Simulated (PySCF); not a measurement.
Compound: C5H7FO2.
SMILES: `C=COC(=O)CCF`

All values: CAM-B3LYP/def2-SVPD (PySCF, non-relativistic), on one gas-phase PBE0-D3(BJ)/def2-SVP geometry that isn't relaxed in the solvent. The solvent is an IEF-PCM continuum (cavity from Bondi-type radii × 1.2), and excitations are vertical TDDFT with non-equilibrium linear response and a frozen core. Only the electrostatic response of the medium enters.

Gas-phase singlets (H = HOMO, L = LUMO):

| state | E (eV) | λ (nm) | f | leading configuration |
| --- | --- | --- | --- | --- |
| S1 | 5.889 | 211 | 0.001 | H-1→L 81% |
| S2 | 6.506 | 191 | 0.442 | H→L 97% |
| S3 | 7.224 | 172 | 0.046 | H→L+1 66% |
| S4 | 7.709 | 161 | 0.111 | H→L+2 95% |
| S5 | 7.968 | 156 | 0.003 | H→L+3 39% |

How does the list change in benzene (ε = 2.271)?

| state | E (eV) | λ (nm) | f | leading configuration | change by rank (eV) |
| --- | --- | --- | --- | --- | --- |
| S1 | 5.937 | 209 | 0.001 | H-1→L 82% | +0.048 |
| S2 | 6.341 | 196 | 0.547 | H→L 97% | -0.165 |
| S3 | 7.210 | 172 | 0.061 | H→L+1 66% | -0.014 |
| S4 | 7.621 | 163 | 0.098 | H→L+2 94% | -0.088 |
| S5 | 8.024 | 155 | 0.004 | H→L+5 41% | +0.056 |

What are the lowest 5 singlets in dichloromethane (ε = 8.93)?

| state | E (eV) | λ (nm) | f | leading configuration | change by rank (eV) |
| --- | --- | --- | --- | --- | --- |
| S1 | 5.986 | 207 | 0.001 | H-1→L 82% | +0.097 |
| S2 | 6.359 | 195 | 0.536 | H→L 97% | -0.147 |
| S3 | 7.230 | 171 | 0.063 | H→L+1 66% | +0.006 |
| S4 | 7.637 | 162 | 0.101 | H→L+3 96% | -0.072 |
| S5 | 8.072 | 154 | 0.003 | H→L+4 26% | +0.104 |

The ground-state energy changes by -0.230 eV from gas to dichloromethane. By how much does the total energy of gas-phase S1 change?

E(S1) = E(S0) + excitation energy, so it changes by -0.230 + 0.097 = -0.133 eV: it is lowered less than the ground state, which is what a blue shift means. This is the vertical state, with the slow part of the continuum still set for S0.

How do the frontier levels move from gas to dichloromethane?

```tsv
orbital	gas (eV)	solvent (eV)	change (eV)
LUMO+2	1.71	1.85	+0.14
LUMO+1	1.14	1.32	+0.18
LUMO	0.35	0.49	+0.14
HOMO	-8.95	-8.82	+0.13
HOMO-1	-10.22	-10.18	+0.04
HOMO-2	-11.28	-11.11	+0.17
HOMO-3	-11.62	-11.51	+0.11
```

The HOMO–LUMO gap goes from 9.31 to 9.30 eV. Rows go by rank; for LUMO+2 the atom shares or the degeneracy differ between the runs, so the row needn't follow one orbital.

On an x86-64 server with one thread, shared host, this took 46 s of wall time. This is the whole response run at CAM-B3LYP/def2-SVPD in dichloromethane, SCF included.

Conformer computed: `[CH2:1]=[CH:2][O:3][C:4](=[O:5])[CH2:6][CH2:7][F:8]`: C1–C2–O3–C4 -179°, C2–O3–C4–O5 0°, O3–C4–C6–C7 179°, C4–C6–C7–F8 180°.
